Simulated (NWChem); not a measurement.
CH$_{4}$OSi, singlet; SMILES C[Si]O

```xyz
7

Si     0.6239     0.1532    -0.0015
C     -0.4257    -1.4440     0.0042
H     -0.2195    -2.0225    -0.9245
H     -1.5147    -1.2446     0.0732
H     -0.1142    -2.1016     0.8457
O     -0.6627     1.2657     0.0006
H     -0.3375     2.1860    -0.0075
```
Atoms are numbered in this order, from 1.

Results from NWChem. Pople sets run with spherical d functions. Low-valent species are run as closed-shell singlets; no triplet was tried in these runs. Geometry: optimised at PBE-D3(BJ)/def2-SVP. Level: PBE0/6-31+G*; the question gives the wavelength of the field.

Predict the results for field 1065 nm. Quantities: isotropic polarisability (bohr³); anisotropy (bohr³).


```yaml
isotropic polarisability (bohr³): 49.5
anisotropy (bohr³): 15.2
```
